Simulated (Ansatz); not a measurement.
`C[SiH2]/C=[C](/[GeH3])[InH2]`. Total charge 0; spin multiplicity 1. In: def2 effective core potential. The geometry is a stationary point of PBE0-D4/def2-TZVP. It is one conformer, not always the lowest.

```xyz
17

C     2.032    0.027   -2.121
Si    0.370    0.634   -1.530
C    -0.562   -0.563   -0.461
C    -0.787   -0.279    0.831
Ge   -1.742   -1.561    1.939
In   -0.058    1.631    1.581
H     1.905   -0.832   -2.785
H     2.650   -0.284   -1.276
H     2.562    0.806   -2.674
H     0.594    1.829   -0.614
H    -0.427    1.150   -2.678
H    -0.913   -1.507   -0.894
H    -2.134   -2.796    1.103
H    -0.856   -2.002    3.122
H    -3.011   -0.915    2.530
H    -1.144    2.969    1.646
H     1.519    1.693    2.281
```

What is the dipole moment at r2SCAN/def2-TZVPP? (Best estimate.)

Ansatz gave: 2.08 D, with components (0.94, -0.74, -1.70) D in this frame, pointing from negative to positive charge.

And with PBE, B3LYP, ωB97M-V? (Estimate.)

Ansatz gave: PBE 2.08 D, B3LYP 2.03 D, ωB97M-V 1.97 D.

Give the Mulliken charges with r2SCAN, PBE, ωB97M-V in def2-TZVPP. (An estimate is asked.)

Ansatz gave: 
```
atom  r2SCAN    PBE  ωB97M-V
  C1   -0.28  -0.36    -0.42
 Si2    0.36   0.26     0.30
  C3   -0.14  -0.11    -0.19
  C4   -0.37  -0.28    -0.40
 Ge5    0.13   0.09     0.08
 In6    0.55   0.48     0.45
  H7    0.08   0.11     0.12
  H8    0.09   0.12     0.13
  H9    0.08   0.11     0.12
 H10   -0.12  -0.08    -0.08
 H11   -0.08  -0.06    -0.03
 H12    0.05   0.06     0.09
 H13   -0.03  -0.02     0.01
 H14   -0.02  -0.01     0.01
 H15   -0.02  -0.01     0.01
 H16   -0.14  -0.13    -0.10
 H17   -0.15  -0.14    -0.10
```

B3LYP here is the variant with VWN-RPA as its local correlation; programs differ in this.
